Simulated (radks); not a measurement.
Dipole-allowed excitations along the series with 11 electrons in [Ne] 3s1. Method: non-relativistic Kohn-Sham, PBE, spin-polarised, spherical densities, point nucleus; open shells are filled with parallel spins first; computed with a radial shooting solver on a logarithmic mesh with Libxc functionals. Time-dependent linear response with the Hartree and adiabatic LDA kernel, continuum included through the Sternheimer equations. Lines are the poles of the dipole polarisability below minus the highest occupied eigenvalue, found on a grid refined at the orbital gaps; the lowest seven at most are given, and weak or close lines can be missed. The first line takes the name of the lowest orbital gap if no other gap lies below it; otherwise a line is named after a gap within 0.6 % of it, if that gap stands alone.

| species | -e(HOMO) (eV) | lowest orbital gap (eV) | first line (eV) | f | static alpha (bohr^3) | measured (eV) |
|---|---|---|---|---|---|---|
| Mg+ | 11.899 | 3s-3p 4.392 | 4.660 (3s-3p) | 0.902 | 31.38 | 3s-3p 4.430 |
| Al2+ | 24.440 | 3s-3p 6.567 | 7.009 (3s-3p) | 0.822 | 12.78 | - |
| Si3+ | 40.317 | 3s-3p 8.679 | 9.283 (3s-3p) | 0.747 | 6.678 | - |
| P4+ | 59.402 | 3s-3p 10.753 | 11.512 (3s-3p) | 0.683 | 3.991 | - |
| S5+ | 81.630 | 3s-3p 12.805 | 13.712 (3s-3p) | 0.628 | 2.596 | - |

Measured values: term averages from the NIST Handbook of Basic Atomic Spectroscopic Data.
